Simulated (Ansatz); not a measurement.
Cost and result for the atomization energy of `CCP(CC)C(C)C` (25 atoms, 24 bonds).

```xyz
25

C     2.699   -1.135   -0.167
C     1.467   -0.860    0.683
P     0.523    0.632    0.135
C    -0.320    0.004   -1.392
C     0.419    0.370   -2.672
C    -0.875    0.620    1.369
C    -1.731   -0.636    1.412
C    -1.734    1.863    1.167
H     2.426   -1.431   -1.182
H     3.335   -0.250   -0.240
H     3.295   -1.946    0.259
H     1.767   -0.662    1.718
H     0.818   -1.742    0.703
H    -1.316    0.457   -1.410
H    -0.471   -1.079   -1.324
H    -0.124    0.019   -3.554
H     1.419   -0.067   -2.704
H     0.537    1.453   -2.756
H    -0.357    0.723    2.332
H    -2.481   -0.560    2.206
H    -2.270   -0.780    0.471
H    -1.143   -1.536    1.602
H    -1.131    2.774    1.185
H    -2.495    1.939    1.949
H    -2.259    1.831    0.208
```

The species carries charge 0 and has multiplicity 1. All single points use the PBE0-D4/def2-TZVP geometry. It is one conformer, not always the lowest. Program: Ansatz. All runs use 4 threads of an AMD EPYC 7R13 on a shared host and a share of an NVIDIA H100 80 GB. Times are those of one run each, without the atoms' runs, and a repeat can differ threefold. Electronic energies, without spin–orbit coupling; frozen cores. CCSD(T)/CBS adds CCSD(T) − MP2 in def2-TZVPP to the MP2 limit, and its time is that of the two runs behind it. T1 = 0.010.

CCSD(T)/CBS is a level of theory with its own doubt, some kJ/mol a heavy atom from the limit and from the frozen cores, so smaller differences don't rank the functionals.

```json
{"level": "LDA (SPW92)/def2-TZVPP", "functions": "497", "wall time": "2.4 s"}
{"level": "BLYP-D4/def2-TZVPP", "functions": "497", "wall time": "2.7 s"}
{"level": "r2SCANh-D4/def2-TZVPP", "functions": "497", "wall time": "3 s"}
{"level": "CCSD(T)/def2-SVP", "functions": "201", "wall time": "3.3 s"}
{"level": "r2SCAN-D4/def2-TZVPP (with forces)", "functions": "497", "wall time": "3.4 s"}
{"level": "PBE-QIDH/def2-TZVPP", "functions": "497", "wall time": "3.7 s"}
{"level": "BHLYP-D4/def2-TZVPP", "functions": "497", "wall time": "3.7 s"}
{"level": "B2PLYP/def2-TZVPP", "functions": "497", "wall time": "3.9 s"}
{"level": "ωB97X-V/def2-TZVPP", "functions": "497", "wall time": "6.5 s"}
{"level": "MP2/def2-QZVPP", "functions": "979", "wall time": "7.5 s"}
{"level": "revPBE-D4/def2-TZVPP", "functions": "497", "wall time": "12 s"}
{"level": "CCSD(T)/def2-TZVPP", "functions": "497", "wall time": "51 s"}
{"level": "CCSD(T)/CBS(def2)", "functions": "–", "wall time": "58 s"}
```

Problem. What atomization energy does each give, and how far from CCSD(T)/CBS? (Best estimate.)

Solution. Computed: 
```csv
level,atomization (kcal/mol),difference from CCSD(T)/CBS,per bond
LDA (SPW92)/def2-TZVPP,2615.4,304.5,12.7
BLYP-D4/def2-TZVPP,2301.0,-9.9,-0.4
r2SCANh-D4/def2-TZVPP,2308.2,-2.7,-0.1
CCSD(T)/def2-SVP,2213.9,-97.0,-4.0
r2SCAN-D4/def2-TZVPP (with forces),2315.3,4.4,0.2
PBE-QIDH/def2-TZVPP,2308.0,-2.9,-0.1
BHLYP-D4/def2-TZVPP,2269.2,-41.7,-1.7
B2PLYP/def2-TZVPP,2287.1,-23.8,-1.0
ωB97X-V/def2-TZVPP,2318.8,7.9,0.3
MP2/def2-QZVPP,2305.7,-5.2,-0.2
revPBE-D4/def2-TZVPP,2306.3,-4.6,-0.2
CCSD(T)/def2-TZVPP,2261.0,-49.9,-2.1
CCSD(T)/CBS(def2),2310.9,0.0,0.0
```

The D4 term adds +23.9 kcal/mol with B3LYP and +13.0 kcal/mol with PBE0; it sums over pairs of atoms, weighted by their polarisabilities, and B3LYP, whose exchange is more repulsive, gets the larger term. From r2SCAN to r2SCAN0 (25 % exact exchange), in def2-TZVPP and without D4, the atomization energy moves by −17.6 kcal/mol: exact exchange takes away binding that semilocal exchange gives to molecules. Leaving LDA and LC-ωPBE aside and taking each functional with its dispersion term where it has one, the values, not all of them listed here, spread over 80.7 kcal/mol, from BHLYP-D4 to PBE-D4. LDA lies +280.7 kcal/mol from PBE without D4, its usual overbinding.

B3LYP here is the variant with VWN-RPA as its local correlation; programs differ in this.
